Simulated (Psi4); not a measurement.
Level of theory: SAPT0/jun-cc-pVDZ, frozen core (Psi4 1.11).

Psi4 input:

```
molecule {
0 1
F 1.19219465 -0.55583188 -0.02368836
B 0.00011989 0.00012209 -0.00030094
F -1.07696973 -0.75464496 0.00345496
F -0.11534481 1.31035475 0.02053434
--
0 1
O 0.45049141 1.28602695 -4.23227021
S 0.52457429 1.22439269 -2.79690048
O -0.00818879 0.07053504 -2.12286034
units angstrom
symmetry c1
no_reorient
no_com
}
set basis jun-cc-pvdz
set scf_type df
set freeze_core true
energy('sapt0')
```

Part of the output:

```
    SAPT Results
  --------------------------------------------------------------------------------------------------------
    Electrostatics                -29.57418537 [mEh]     -18.55808150 [kcal/mol]     -77.64701298 [kJ/mol]
      Elst10,r                    -29.57418537 [mEh]     -18.55808150 [kcal/mol]     -77.64701298 [kJ/mol]

    Exchange                       48.68629920 [mEh]      30.55111399 [kcal/mol]     127.82586093 [kJ/mol]
      Exch10                       48.68629920 [mEh]      30.55111399 [kcal/mol]     127.82586093 [kJ/mol]
      Exch10(S^2)                  47.85266119 [mEh]      30.02799824 [kcal/mol]     125.63714465 [kJ/mol]

    Induction                     -10.98627889 [mEh]      -6.89399408 [kcal/mol]     -28.84447125 [kJ/mol]
      Ind20,r                     -30.73609789 [mEh]     -19.28719261 [kcal/mol]     -80.69761389 [kJ/mol]
      Exch-Ind20,r                 22.81397865 [mEh]      14.31598774 [kcal/mol]      59.89809269 [kJ/mol]
      delta HF,r (2)               -3.06415965 [mEh]      -1.92278921 [kcal/mol]      -8.04495004 [kJ/mol]

    Dispersion                     -7.97656549 [mEh]      -5.00537041 [kcal/mol]     -20.94246981 [kJ/mol]
      Disp20                      -10.29381599 [mEh]      -6.45946705 [kcal/mol]     -27.02641016 [kJ/mol]
      Exch-Disp20                   2.31725050 [mEh]       1.45409664 [kcal/mol]       6.08394035 [kJ/mol]
      Disp20 (SS)                  -5.14690799 [mEh]      -3.22973353 [kcal/mol]     -13.51320508 [kJ/mol]
      Disp20 (OS)                  -5.14690799 [mEh]      -3.22973353 [kcal/mol]     -13.51320508 [kJ/mol]
      Exch-Disp20 (SS)              1.28047381 [mEh]       0.80350945 [kcal/mol]       3.36188353 [kJ/mol]
      Exch-Disp20 (OS)              1.03677669 [mEh]       0.65058720 [kcal/mol]       2.72205682 [kJ/mol]

  Total HF                          8.12583494 [mEh]       5.09903841 [kcal/mol]      21.33437670 [kJ/mol]
  Total SAPT0                       0.14926945 [mEh]       0.09366799 [kcal/mol]       0.39190689 [kJ/mol]
```
